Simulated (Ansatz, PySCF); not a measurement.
Gas-phase reaction in SMILES: [SiH3]P -> [SiH3]P as doublet, charge +1 + e-
Geometries: B3LYP-D3(BJ)/def2-TZVP minima from Ansatz (a quantum-chemistry and plane-wave program). A spin state is the lowest found, not a proven ground state.

Property: adiabatic ionisation energy (electronic energy difference), in eV. Valence correlation only, unless marked. Open shells are spin-unrestricted. No spin-orbit coupling. Non-relativistic. CBS(X,Y): correlation extrapolated as X^-3; Hartree-Fock from the larger set. The bracket is a focal-point correction in the basis named.

RI-MP2/CBS(def2-TZVPPD,def2-QZVPPD)+[CCSD(T)-MP2]/def2-TZVPPD (Ansatz) gives 9.09 eV.

Problem. Another calculation gave 8.95 eV. Which level was it?
(A) LC-wPBE/def2-TZVPD (Ansatz)
(B) HF/def2-TZVPD (PySCF)
(C) BLYP/def2-TZVPD (Ansatz)
(D) B97M-V/def2-TZVPD (Ansatz)

Solution. A, LC-wPBE/def2-TZVPD (Ansatz). The others give 8.80 (BLYP), 9.14 (B97M-V), 7.77 (HF) eV.
